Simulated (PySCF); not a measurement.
Compound: [(Cl)3Hf]2NH (singlet state).
Cartesian coordinates in Å at the PBE0-D3(BJ)/def2-SVP level; atoms count from 1:
```xyz
10
Cl6HHf2N angstrom
Hf     0.018    1.543   -0.629
Cl    -0.371    2.814    1.300
Cl     2.148    1.707   -1.604
Cl    -1.514    2.297   -2.212
N     -0.633   -0.392   -0.429
Hf     0.247   -1.631    0.855
Cl    -1.337   -2.338    2.422
Cl     1.213   -3.442   -0.266
Cl     1.797   -0.010    1.575
H     -1.445   -0.625   -1.009
```

The calculation used PySCF 2.14.0, PBE0-D3(BJ)/def2-SVP geometry optimisation, gas phase, def2 core potentials past Kr.

**Question.** Which atoms are bound to Hf1, and at what distances?

**Answer.** 4 atoms: N5 2.051 Å, Cl4 2.328 Å, Cl2 2.343 Å, Cl3 2.348 Å. The nearest atom not counted as bound is H10, at 2.64 Å.

**Question.** List the angles at Hf1.

**Answer.** 
```json
{"angle": "Cl2–Hf1–Cl3", "degrees": "117.0", "distance of the outer atoms (Å)": "4.00"}
{"angle": "Cl3–Hf1–N5", "degrees": "113.2", "distance of the outer atoms (Å)": "3.68"}
{"angle": "Cl2–Hf1–N5", "degrees": "112.2", "distance of the outer atoms (Å)": "3.65"}
{"angle": "Cl3–Hf1–Cl4", "degrees": "107.0", "distance of the outer atoms (Å)": "3.76"}
{"angle": "Cl2–Hf1–Cl4", "degrees": "105.9", "distance of the outer atoms (Å)": "3.73"}
{"angle": "Cl4–Hf1–N5", "degrees": "99.4", "distance of the outer atoms (Å)": "3.34"}
```

**Question.** What is the shape at Hf1?

**Answer.** Distorted tetrahedral: angles from 99.4° to 117.0°; τ4 = (360° − α − β)/141° = 0.92 with α and β the two widest (0 for a square, 1 for a tetrahedron). The Hf–Cl distances aren't all alike: 2.328 to 2.348 Å.

**Question.** What are the other bond lengths?

**Answer.** N5–Hf6 1.989 Å. (A selection.)

**Question.** Give some angles away from the centre.

**Answer.** Hf1–N5–Hf6 120.7°, N5–Hf6–Cl7 108.8°, N5–Hf6–Cl9 93.4°, Cl7–Hf6–Cl8 111.5°, Cl8–Hf6–Cl9 114.1°.

**Question.** What are the rotational constants (commonest isotopes, rigid rotor)?

**Answer.** A = 538.1, B = 179.2, C = 170.5 MHz: a near-prolate asymmetric top.

Point group: near Cs, missed by 0.13 Å at most; the miss may be what the optimiser left on a soft mode. Charge 0, singlet. Not checked by PBE0-D3(BJ)/def2-SVP frequencies.
